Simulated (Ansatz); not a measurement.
The same path of CH₅BSSi (9 atoms, charge 0, multiplicity 1) was run twice with different band settings. The coordinate that changes most is the dihedral H6–B1–C2–Si3.

All numbers below come from RKS CAM-B3LYP-D4/STO-3G in Ansatz.

Relaxed end points:

```xyz
9
Properties=species:S:1:pos:R:3
B -0.644 1.280 -0.973
C 0.183 0.124 -0.351
Si 0.389 -1.111 1.024
S 1.013 0.513 -1.720
H -1.610 1.023 -1.575
H -0.525 2.357 -0.538
H 1.562 -1.917 0.810
H -0.787 -1.939 1.049
H 0.508 -0.377 2.256
```

```xyz
9
Properties=species:S:1:pos:R:3
B -0.660 1.258 -0.991
C 0.191 0.135 -0.342
Si 0.393 -1.105 1.029
S 1.069 0.587 -1.661
H -0.620 2.332 -0.536
H -1.580 0.962 -1.646
H 1.565 -1.912 0.814
H -0.784 -1.931 1.055
H 0.515 -0.372 2.261
```

Common settings: spring 5.0 eV/Å²; optimiser quadratic models (default); start path IDPP; force threshold 0.03 eV/Å; iteration limit 60; end points relaxed.

| run | movable images | climbing image |
| --- | --- | --- |
| 1 | 7 | yes |
| 2 | 3 | no |

(1) What does each run give, and how far can it be trusted?

Results:

(1) Run 1: converged after 10 iterations, highest image 0.936 eV above the first end. A vibrational analysis at the climbing image gives one clearly imaginary mode, 187i cm⁻¹: a first-order saddle point.
Run 2: converged after 9 iterations, highest image 0.936 eV above the first end. No image climbed, so the highest image needn't sit at the top of the path. So few images can step over the top or miss a turn of the path.
Limits of this set-up: minimal basis.
